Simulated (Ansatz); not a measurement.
`OC(S)=[Se]`, 6 atoms. Total charge 0; spin multiplicity 1. Correlated methods include outer-core shells of Se, which these sets cover unevenly. Scalar relativity is left out up to krypton. All runs use 2 threads of an Arm Neoverse V2 on a shared host. Correlated methods freeze the cores.

Give the basis size and wall time and peak host memory of each of these runs in Ansatz. RKS ωB97M-V/def2-QZVPP energy; direct RPA on PBE orbitals/def2-TZVPP energy; RKS B97M-V/def2-TZVPP energy; RKS ωB97M-V/def2-TZVPP energy and forces; RHF-CCSD(T)/def2-TZVPP energy; RHF-CCSD(T)/def2-SVP energy; RHF-MP2/def2-QZVPP energy; RKS B3LYP-D4/def2-TZVPP energy and forces; RKS PBE0-D4/def2-QZVPP energy; RKS ωB97M-V/def2-SVP energy; RKS HSE06 (plane-wave form)-D4/def2-TZVPP energy; RKS PBE0-D4/def2-TZVP relaxation (8 steps). (Estimate.)

Ansatz gave: Other jobs shared the machine, so times are rough.

```
                                    level                   job  functions  wall time  peak host memory (GiB)
RKS HSE06 (plane-wave form)-D4/def2-TZVPP                energy        180      3.1 s                    0.45
                     RHF-CCSD(T)/def2-SVP                energy         88      3.6 s                    0.36
                  RKS B3LYP-D4/def2-TZVPP     energy and forces        180      3.7 s                    0.44
    direct RPA on PBE orbitals/def2-TZVPP                energy        180      4.1 s                    0.36
                     RKS ωB97M-V/def2-SVP                energy         88      5.5 s                    0.36
                   RKS PBE0-D4/def2-QZVPP                energy        333      7.5 s                       1
                    RKS B97M-V/def2-TZVPP                energy        180        9 s                    0.27
                   RKS ωB97M-V/def2-TZVPP     energy and forces        180       11 s                    0.55
                       RHF-MP2/def2-QZVPP                energy        333       16 s                     1.3
                   RKS ωB97M-V/def2-QZVPP                energy        333       17 s                     1.2
                    RKS PBE0-D4/def2-TZVP  relaxation (8 steps)        159       30 s                    0.39
                   RHF-CCSD(T)/def2-TZVPP                energy        180       64 s                     1.8
```

B3LYP here is the variant with VWN-RPA as its local correlation; programs differ in this.
